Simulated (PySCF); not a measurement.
Magnetic shielding above rings: a mixed set.

NICS = −σ at a ghost point: NICS(0) at the centroid of the ring atoms, NICS(1) 1 Å to either side along the normal of their mean plane, zz for the tensor component along that normal. Level: GIAO PBE0/pcSseg-1 (PySCF, non-relativistic, gas phase) on the GFN2-xTB geometries, one conformer each. Atom numbers follow the mapped SMILES.

Question: Order these rings by mean NICS(1)zz, lowest (most negative) first (ppm).
A. ring C3–C4–Si5–C6 in `[CH:1]#[C:2][C@@H:3]1[CH2:4][SiH2:5][C@H:6]1[F:7]`
B. ring C3–C4–Si7 in `[CH3:1][O:2][C@@H:3]1[C@@H:4]([SiH2:5][CH3:6])[Si@H:7]1[S:8][CH3:9]`
C. ring C3–C4–P5–C6–N7 in `[CH2:1]=[CH:2][c:3]1[cH:4][p:5][cH:6][n:7]1[CH:8]1[CH2:9][CH2:10]1`
D. ring C2–C3–N4–N5–N9 in `[CH3:1][c:2]1[cH:3][n:4][n:5]([SiH:6]([CH3:7])[CH3:8])[n:9]1`
E. ring C2–C3–C4–C5–C6–C8 in `[CH3:1][c:2]1[cH:3][cH:4][cH:5][c:6]([Cl:7])[c:8]1[NH2:9]`
F. ring C3–C4–Si5–C6–C7 in `[F:1][CH2:2][C:3]1=[CH:4][SiH2:5][CH:6]=[CH:7]1`
G. ring C2–N3–C4–C5–C6–P10 in `[CH3:1][c:2]1[n:3][cH:4][cH:5][c:6]([CH:7]2[CH2:8][CH2:9]2)[p:10]1`

Answer: D (-33.2), C (-25.5), E (-24.3), G (-23.0), B (-13.3), F (0.7), A (3.8).

```tsv
SMILES	ring	NICS(0)	NICS(1)	NICS(1)zz	HOMA	rms pucker (Å)	ring atoms with four or more neighbours
Cc1cnn([SiH](C)C)n1	5-membered ring with 3 N; formal bonds all aromatic	-12.5	-13.4	-33.2	0.96	0.00	0
C=Cc1cpcn1C1CC1	5-membered ring with N and P; formal bonds all aromatic	-11.8	-10.8	-25.5	0.89	0.00	0
Cc1cccc(Cl)c1N	6-membered carbocycle; formal bonds all aromatic	-9.2	-10.4	-24.3	0.98	0.00	0
Cc1nccc(C2CC2)p1	6-membered ring with N and P; formal bonds all aromatic	-6.0	-9.9	-23.0	0.85	0.00	0
CO[C@@H]1[C@@H]([SiH2]C)[Si@H]1SC	3-membered ring with Si; formal bonds all single	-24.5	-7.6	-13.3	–	0.00	3
FCC1=C[SiH2]C=C1	5-membered ring with Si; formal bonds 2 double, 3 single	1.1	-1.8	0.7	–	0.00	1
C#C[C@@H]1C[SiH2][C@H]1F	4-membered ring with Si; formal bonds all single	-0.8	-1.5	3.8	–	0.08	4
```

NICS(0) gives another order. The isotropic NICS(1) gives the same order. Over the 4 rings with a HOMA value its correlation coefficient with NICS(1)zz is -0.48. HOMA uses Krygowski's 1993 parameters; it is left out where a ring has a four-coordinate atom, a triple bond, no multiple bond or a kind of bond without parameters. NICS(1) and NICS(1)zz are means over the two faces.
